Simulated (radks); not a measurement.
Problem. Spherical quantum dot in the effective-mass picture: electrons in a parabolic well V = omega^2 r^2 / 2 with omega = 2.62, with a point charge +2 (a donor) at the centre, all in effective atomic units (hartree* = m*/eps^2 hartree, bohr* = eps/m* bohr), one dielectric constant everywhere. Method: non-relativistic Kohn-Sham, exchange-only LDA, spin-polarised, spherical densities; computed with a radial shooting solver with Libxc functionals. Levels are named by radial order and angular momentum (1s, 1p, 1d, 2s, ...), and open shells are averaged over m. Results are scaled to m* = 0.197 and eps = 12.1, for which hartree* = 36.61 meV and bohr* = 3.25 nm. At N = 24 the configuration is 1s2 1p6 1d10 2s2 1f(up 4, down 0). Does electron 25 go into 1f down or 1f up or 2p up?

Solution. Into 1f up. The total energies of the other choices lie higher by 2.13 meV (2p up), 4.07 meV (1f down).
